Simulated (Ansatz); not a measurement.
`C[SiH2][Ga]([F])[Cl]` + `[NH2][GeH3]` → `C[SiH2][NH][GeH3]` + `[F][GaH][Cl]` at 500 K and 1 bar (cleavage of the Si–Ga bond).

Computed with Ansatz on PBE0-D4/def2-TZVP structures; ΔE is electronic, products minus reactants. CCSD(T)/CBS adds triple-zeta CCSD(T) − MP2 to the extrapolated MP2 energy (def2 sets, frozen cores). For Ga, Ge outer-core shells are correlated without core-valence functions, which leaves a few kJ/mol of doubt a bond. Scalar relativity is left out up to krypton. Each species was taken in one conformer, which may not be the lowest.

```
               species  CCSD(T)/CBS energy (Eh)  H − E (kJ/mol)  S (J/(mol·K))
`C[SiH2][Ga]([F])[Cl]`              -2813.76964           204.3          479.6
         `[NH2][GeH3]`              -2133.81884           158.0          315.9
   `C[SiH2][NH][GeH3]`              -2463.39859           299.1          458.4
        `[F][GaH][Cl]`              -2484.20089            53.4          328.5
```

H − E and S are ideal-gas, rigid-rotor, harmonic terms from PBE0-D4/def2-TZVP, for one conformer and one mirror image of each species. 1 Eh = 2625.50 kJ/mol, R = 8.31446 J/(mol·K).

**Question.** By hand: ΔE, ΔH, ΔS and ΔG.

**Answer.** ΔE = (-2463.39859) + (-2484.20089) − (-2813.76964) − (-2133.81884) = -0.01100 Eh = -28.9 kJ/mol. Δ(H − E) = 299.1 + 53.4 − 204.3 − 158.0 = -9.8, so ΔH = -38.7 kJ/mol. ΔS = 458.4 + 328.5 − 479.6 − 315.9 = -8.6 J/(mol·K). ΔG = -38.7 − 500 × (-8.6)/1000 = -34.4 kJ/mol.

**Question.** By hand: the equilibrium constant, and the temperature at which ΔG would vanish if ΔH and ΔS stayed fixed.

**Answer.** log₁₀ K = −ΔG/(RT ln 10) = 3.6. ΔG = 0 at ΔH/ΔS = 4500 K, far beyond where these terms or the molecules hold.

The number of gas molecules stays the same, so ΔS is small and ΔH decides. A doubt of 5 kJ/mol in ΔE shifts log₁₀ K by 0.5 here. Other conformers and mirror images would add mixing entropy, several J/(mol·K) or more a flexible species. Modes under 60 cm⁻¹, often nearly free rotors, make the harmonic entropy too high. These are equilibria of isolated gas molecules and say nothing of rates. Largest T1 diagnostic: 0.013 (customary marks: 0.02 for closed shells, 0.045 for open ones).
